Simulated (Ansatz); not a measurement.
Cl2H3OScSi, SMILES `[SiH3][O][Sc]([Cl])[Cl]`, 8 atoms. The species carries charge 0 and has multiplicity 1. Correlated methods include outer-core shells of Sc, which these sets cover unevenly. Scalar relativity is left out up to krypton. All runs use 4 threads of an Arm Neoverse V1 on a shared host. Correlated methods freeze the cores.

Give the basis size and wall time and peak host memory of each of these runs in Ansatz. RKS PBE-QIDH (frozen core)/def2-TZVPP energy; RHF-MP2/def2-QZVPP energy; RKS PBE0-D4/def2-QZVPP energy; RKS ωB97X-V/def2-TZVPP energy; RKS PBE0-D4/def2-TZVP relaxation (9 steps); direct RPA on PBE orbitals/def2-TZVPP energy; RKS BLYP-D4/def2-TZVPP energy; RHF-CCSD(T)/def2-SVP energy; RKS PBE0-D4/def2-TZVP frequencies; RKS ωB97M-V/def2-SVP energy; RKS ωB97M-V/def2-QZVPP energy; RKS PBE0-D4/def2-SVP energy. (An estimate is asked.)

The calculation gave: Other jobs shared the machine, so times are rough.

```json
{"level": "RKS PBE0-D4/def2-SVP", "job": "energy", "functions": "114", "wall time": "2 s", "peak host memory (GiB)": "0.48"}
{"level": "RKS BLYP-D4/def2-TZVPP", "job": "energy", "functions": "263", "wall time": "4.2 s", "peak host memory (GiB)": "0.42"}
{"level": "direct RPA on PBE orbitals/def2-TZVPP", "job": "energy", "functions": "263", "wall time": "7.5 s", "peak host memory (GiB)": "0.64"}
{"level": "RHF-CCSD(T)/def2-SVP", "job": "energy", "functions": "114", "wall time": "8 s", "peak host memory (GiB)": "0.52"}
{"level": "RKS PBE-QIDH (frozen core)/def2-TZVPP", "job": "energy", "functions": "263", "wall time": "9 s", "peak host memory (GiB)": "0.76"}
{"level": "RKS ωB97M-V/def2-SVP", "job": "energy", "functions": "114", "wall time": "9 s", "peak host memory (GiB)": "0.48"}
{"level": "RKS ωB97X-V/def2-TZVPP", "job": "energy", "functions": "263", "wall time": "13 s", "peak host memory (GiB)": "1.1"}
{"level": "RKS PBE0-D4/def2-QZVPP", "job": "energy", "functions": "450", "wall time": "14 s", "peak host memory (GiB)": "2.1"}
{"level": "RHF-MP2/def2-QZVPP", "job": "energy", "functions": "450", "wall time": "22 s", "peak host memory (GiB)": "2.4"}
{"level": "RKS ωB97M-V/def2-QZVPP", "job": "energy", "functions": "450", "wall time": "33 s", "peak host memory (GiB)": "2.5"}
{"level": "RKS PBE0-D4/def2-TZVP", "job": "relaxation (9 steps)", "functions": "205", "wall time": "46 s", "peak host memory (GiB)": "0.71"}
{"level": "RKS PBE0-D4/def2-TZVP", "job": "frequencies", "functions": "205", "wall time": "2.9 min", "peak host memory (GiB)": "0.72"}
```
